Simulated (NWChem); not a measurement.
System: C4H4ClF; SMILES C(=C/C=C)(/F)Cl

NWChem input:

```
start job
memory heap 200 mb stack 900 mb global 1100 mb
geometry units angstroms noautosym nocenter noautoz
  C      0.481312    -3.108308     0.000000
  C     -0.185959    -1.930634     0.000000
  C      0.459031    -0.631041     0.000000
  C     -0.218385     0.541630     0.000000
  F     -1.552245     0.603620     0.000000
  Cl     0.519490     2.102302     0.000000
  H      1.582905    -3.144744     0.000000
  H     -0.055091    -4.068433     0.000000
  H     -1.288922    -1.932735     0.000000
  H      1.557358    -0.573535     0.000000
end
basis spherical
  * library 6-31g*
end
dft
  xc b3lyp
  iterations 150
end
cosmo
  do_cosmo_smd true
  solvent cychexon
end
task dft energy
```

NWChem printed, in part:

```
             Northwest Computational Chemistry Package (NWChem) 7.3.0
             --------------------------------------------------------

                             Geometry "geometry" -> ""
                             -------------------------

 Output coordinates in angstroms (scale by  1.889725989 to convert to a.u.)

  No.       Tag          Charge          X              Y              Z
 ---- ---------------- ---------- -------------- -------------- --------------
    1 C                    6.0000     0.48131200    -3.10830800     0.00000000
    2 C                    6.0000    -0.18595900    -1.93063400     0.00000000
    3 C                    6.0000     0.45903100    -0.63104100     0.00000000
    4 C                    6.0000    -0.21838500     0.54163000     0.00000000
    5 F                    9.0000    -1.55224500     0.60362000     0.00000000
    6 Cl                  17.0000     0.51949000     2.10230200     0.00000000
    7 H                    1.0000     1.58290500    -3.14474400     0.00000000
    8 H                    1.0000    -0.05509100    -4.06843300     0.00000000
    9 H                    1.0000    -1.28892200    -1.93273500     0.00000000
   10 H                    1.0000     1.55735800    -0.57353500     0.00000000

 Effective nuclear repulsion energy (a.u.)     259.1731022260

                                 NWChem DFT Module
                                 -----------------

 Summary of "ao basis" -> "ao basis" (spherical)
 ------------------------------------------------------------------------------
       Tag                 Description            Shells   Functions and Types
 ---------------- ------------------------------  ------  ---------------------
 C                           6-31g*                  6       14   3s2p1d
 F                           6-31g*                  6       14   3s2p1d
 Cl                          6-31g*                  8       18   4s3p1d
 H                           6-31g*                  2        2   2s

 in cosmo_initialize ...
 calling solv_data for solv:cychexon

 solvent parameters
 solvname_short: cychexon
 solvname_long:  cyclohexanone
 dielec:       15.6190
 dielecinf:     2.1045
 nonaqueous SMD model solvent descriptors
 dielec:       15.6190
 sola:          0.0000
 solb:          0.5600
 solc:          0.0000
 solg:         49.7600
 solh:          0.0000
 soln:          1.4507

[...]

                                COSMO-SMD solvation results
                                ---------------------------

             internal energy in gas <Psi(g)|H|Psi(g)> =      -714.810042769001
         internal energy in solvent <Psi(s)|H|Psi(s)> =      -714.809621032594
                               delta internal energy  =         0.000421736407 (    0.26 kcal/mol)
   total free energy in solvent <Psi(s)|H+V/2|Psi(s)> =      -714.814069549597
 polarization energy contribution <Psi(s)|V/2|Psi(s)> =        -0.004448517003 (   -2.79 kcal/mol)
    total free energy in solvent including G(SMD-CDS) =      -714.813588798044
                       G(SMD-CDS) energy contribution =         0.000480751552 (    0.30 kcal/mol)
     1 M fixed-concentration free energy of solvation =        -0.003546029043 (   -2.23 kcal/mol)

                       DFT Final Molecular Orbital Analysis
                       ------------------------------------

 Vector   25  Occ=2.000000D+00  E=-3.400106D-01
              MO Center=  4.2D-01,  1.6D+00,  1.4D-10, r^2= 3.1D+00
   Bfn.  Coefficient  Atom+Function         Bfn.  Coefficient  Atom+Function
  ----- ------------  ---------------      ----- ------------  ---------------
    77      0.619713   6 Cl px               81      0.316412   6 Cl px
    78     -0.314355   6 Cl py               73     -0.240682   6 Cl px
    82     -0.163740   6 Cl py               32     -0.122793   3 C  py
    74      0.121907   6 Cl py               60      0.102031   5 F  py
    18      0.094499   2 C  py               17      0.081973   2 C  px

 Vector   26  Occ=2.000000D+00  E=-3.186743D-01
              MO Center=  2.0D-01, -1.0D+00,  5.3D-11, r^2= 3.9D+00
   Bfn.  Coefficient  Atom+Function         Bfn.  Coefficient  Atom+Function
  ----- ------------  ---------------      ----- ------------  ---------------
    19      0.335802   2 C  pz               79     -0.310444   6 Cl pz
    33      0.285567   3 C  pz                5      0.234340   1 C  pz
    23      0.209527   2 C  pz               37      0.196054   3 C  pz
    83     -0.172104   6 Cl pz                9      0.156932   1 C  pz
    75      0.120151   6 Cl pz               47      0.106766   4 C  pz

 Vector   27  Occ=2.000000D+00  E=-2.273353D-01
              MO Center=  1.4D-01, -9.7D-01, -4.1D-10, r^2= 4.4D+00
   Bfn.  Coefficient  Atom+Function         Bfn.  Coefficient  Atom+Function
  ----- ------------  ---------------      ----- ------------  ---------------
    47     -0.329604   4 C  pz                5      0.322511   1 C  pz
    33     -0.265340   3 C  pz                9      0.261494   1 C  pz
    79      0.253389   6 Cl pz               51     -0.212667   4 C  pz
    19      0.209684   2 C  pz               37     -0.208026   3 C  pz
    61      0.177432   5 F  pz               83      0.164533   6 Cl pz

 Vector   28  Occ=0.000000D+00  E=-3.535293D-02
              MO Center=  1.3D-01, -1.2D+00, -4.3D-10, r^2= 4.2D+00
   Bfn.  Coefficient  Atom+Function         Bfn.  Coefficient  Atom+Function
  ----- ------------  ---------------      ----- ------------  ---------------
     9      0.434455   1 C  pz               47      0.422487   4 C  pz
    51      0.405040   4 C  pz                5      0.347591   1 C  pz
    23     -0.289673   2 C  pz               37     -0.277884   3 C  pz
    33     -0.242717   3 C  pz               19     -0.234852   2 C  pz
    61     -0.149923   5 F  pz               79     -0.150411   6 Cl pz

[...]
```

Level: B3LYP/6-31G* (spherical d), SMD on the gas-phase geometry. All runs use the structure optimised with PBE-D3(BJ)/def2-SVP. Solvent: cyclohexanone.
